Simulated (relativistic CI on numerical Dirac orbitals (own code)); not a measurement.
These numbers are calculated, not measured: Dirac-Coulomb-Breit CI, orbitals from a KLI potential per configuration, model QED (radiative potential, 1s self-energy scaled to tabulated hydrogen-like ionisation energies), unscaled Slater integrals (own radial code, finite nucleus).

The strongest absorption lines from the ground level of an ion, among the configurations computed and to levels below about 3080 eV (vacuum wavelength in nm, gf): 0.40500 (0.05), 0.40686 (0.03), 0.46681 (0.11), 0.47117 (0.067), 0.65249 (0.35), 0.66970 (0.24), 5.3728 (0.45), 11.172 (0.1).

Question: Which ion is it?
A. Ce XLVIII
B. Sm LII
C. Ce XLVI
D. Xe XLIV

Answer: A. Ce XLVIII has 11 electrons and the ground level 3s ²S1/2; the strongest line goes to 3p ²P°3/2. The pattern of lines fixes the number of electrons, and along that sequence the line energies rise steadily with the charge (about as its square where n changes within one kind of shell, about linearly where n is kept but much faster in heavy ions where fine structure, which grows about as Z⁴, sets the gap, and irregularly where shells cross), which fixes Z. Configurations outside the model, such as inner-shell arrays, can give stronger lines. At this charge energies of transitions that change n are usually good to better than 1 %, and those within a shell (Δn = 0) to a few per cent.
